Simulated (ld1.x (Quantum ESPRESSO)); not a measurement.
## Transferability test, TM potential for carbon (C)

C, norm-conserving Troullier–Martins (Kleinman–Bylander form), made with ld1.x (Quantum ESPRESSO) 7.5 (PBE, scalar-relativistic). Core [He], reference 2s1 2p3. Waves: 2p (bound): rc 2.15 bohr; 3d channel at 0.35 Ry: rc 1.90 bohr; 2s (bound): rc 1.25 bohr. Local part: the s channel. Core correction: Bessel-smoothed model core, default radius (core density twice the valence density).

Energies are relative to the spin-unpolarised reference configuration 2s1 2p3; without spin polarisation the order of configurations can differ from experiment.

(1) Give the all-electron excitation energy and the error of the potential for: 2s2 2p2; 2s2 2p1; 2s2 2p0; 2s1 2p0; 2s2 2p1.5; 2s2 2p2.3; 2s1 2p2.

Levels in the configuration 2s2 2p1:

```csv
level,all-electron (eV),pseudo (eV)
2s,-25.758,-25.636
2p,-17.005,-16.810
```

## Answers

(1)

```
valence configuration  charge  ΔE all-electron (eV)  error AE − PS (meV)
              2s2 2p2       0                -8.478                 -5.1
              2s2 2p1      +1                 2.384                  +86
              2s2 2p0      +2                26.540                 +519
              2s1 2p0      +3                74.734                +1028
            2s2 2p1.5    +0.5                -4.515                  +21
            2s2 2p2.3    -0.3                -9.636                  -11
              2s1 2p2      +1                11.138                  +15
```
